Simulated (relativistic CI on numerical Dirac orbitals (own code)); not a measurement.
**La21+: sensitivity of the levels to the model**

Base calculation: Dirac-Coulomb-Breit CI, KLI orbitals optimised for each configuration, model QED, unscaled Slater integrals.

Configurations in the expansion (outside the closed core [Ar] 3d10): 4s²4p⁶, 4s²4p⁵4d, 4s4p⁶4d, 4s²4p⁵4f, 4s4p⁶4f, 4s²4p⁵5s, 4s²4p⁵5p, 4p⁶4d4f, 4s4p⁶5s, 4s²4p⁵5d, 4s4p⁶5p, 4s²4p⁵5f, 4s²4p⁵5g, 4s4p⁶5d, 4s²4p⁵6s, 4s²4p⁵6p, 4s4p⁶5f, 4s²4p⁵6d, 4p⁶4f5s, 4s²4p⁵6f, 4s4p⁶5g, 4p⁶4d², 4p⁵4d³, 4p⁵4d²4f, 4p⁵4d²5s, 4p⁵4d²5p, 4p⁶4f², 4p⁵4d4f², 4p⁵4f³, 4p⁵4f²5s, 4p⁵4f²5p, 4p⁶4d5s, 4p⁵4d4f5s, 4p⁵4d5s², 4p⁵4d5s5p. Double excitations out of closed p, d and f shells are left out; levels of such configurations are missing from the list, as are those of other unlisted configurations, and high levels can miss mixing partners. These lack a partner that the ground configuration has and come out too high: 4s²4p⁵5d, 4s²4p⁵5f, 4s²4p⁵5g, 4s²4p⁵6s, 4s²4p⁵6p.

Variants: (1) P86 correlation estimate; (2) only the first 3 configurations. Shifts of the energy above 4s²4p⁶ ¹S0, in cm⁻¹, for the lowest level and the first level of each name with at least 55 % of one term (blank where a level changes its place among those of its configuration and J or its character, or is not in the variant):

```tsv
Level	Base	Δ(1)	Δ(2)
4s²4p⁶ ¹S0	0	0	0
4s²4p⁵4d ³P°0	723280	+1111	-353
4s²4p⁵4d ³P°1	739449	+1111	-341
4s²4p⁵4d ³F°3	761927	+1113	+1953
4s²4p⁵4d ³F°4	776381	+1114	+2884
4s²4p⁵4d ³D°3	821813	+1111	-106
4s²4p⁵4d ³D°1	874337	+1111	-242
4s²4p⁵4d ³F°2	925761	+1113	+2015
4s²4p⁵4d ¹P°1	1091435	+1117	+756
4s4p⁶4d ³D1	1443083	+1677	+28613
4s4p⁶4d ³D2	1455462	+1677	+26004
4s4p⁶4d ³D3	1480786	+1677	+24691
4s4p⁶4d ¹D2	1553374	+1680	+5573
4s²4p⁵4f ³G5	1717018	+1677	
4s²4p⁵4f ³G4	1724501	+1676	
4s²4p⁵4f ³D1	1725593	+1673	
4s²4p⁵4f ³D2	1734641	+1673	
4s²4p⁵4f ³F4	1754738	+1673	
4s²4p⁵4f ³G3	1895875	+1675	
4s²4p⁵5s ³P°2	2232159	+11204	
4s²4p⁵5s ¹P°1	2242412	+11202	
4s²4p⁵5s ³P°0	2404717	+11207
```

At this charge energies of transitions that change n are usually good to better than 1 %, and those within a shell (Δn = 0) to a few per cent.

Ionisation energy from the two ground configurations alone: base 696.184 eV; P86 correlation estimate 698.027 eV. The NIST ASD value (theoretical) is 696 eV.

LS names give the leading component of a level, which can be under half, so a name can repeat, a term be missing and a line seem to break the LS rules.
